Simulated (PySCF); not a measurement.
Trend along group 15: MTl cations

CCSD(T) with double-zeta basis sets in PySCF, for the lowest determinant that a PBE0 search found; no spin–orbit coupling. De refers to high-spin ground-configuration atoms (the charge goes to the atom of lower measured ionisation energy or higher electron affinity, which is not always the lowest computed limit).

```
 M                       basis  reference, frozen orbitals  charged atom  state (unpaired electrons)  Re (Å)  ωe (cm⁻¹)  De (eV)
 N  aug-cc-pVDZ-PP/aug-cc-pVDZ                      UHF, 5           Tl+         quartet (σ ↑, π ↑↑)   3.189       82.9      n/a
 P                    def2-SVP                      UHF, 9           Tl+         quartet (σ ↑, π ↑↑)   3.353       78.9      n/a
As                    def2-SVP                     UHF, 13           Tl+         quartet (σ ↑, π ↑↑)   3.389       57.6      n/a
Sb                    def2-SVP                      UHF, 8           Tl+         quartet (σ ↑, π ↑↑)   3.467       53.9      n/a
Bi                    def2-SVP                      UHF, 8           Tl+         quartet (σ ↑, π ↑↑)   3.481       48.9      n/a
```

The shortest bond is that of TlN⁺ (3.189 Å), the longest that of TlBi⁺ (3.481 Å).

The rows differ in basis set, which adds steps of its own.

Down a group the atoms grow and get heavier, so bonds lengthen and wavenumbers fall; this series shows no clear exception.

Correlated steps freeze the inner cores (5 to 13 orbitals); shallow outer-core shells are correlated. Spin–orbit coupling is left out, which matters for elements this heavy, above all for dissociation energies. States were picked by a PBE0 search and need not be the measured ground states.
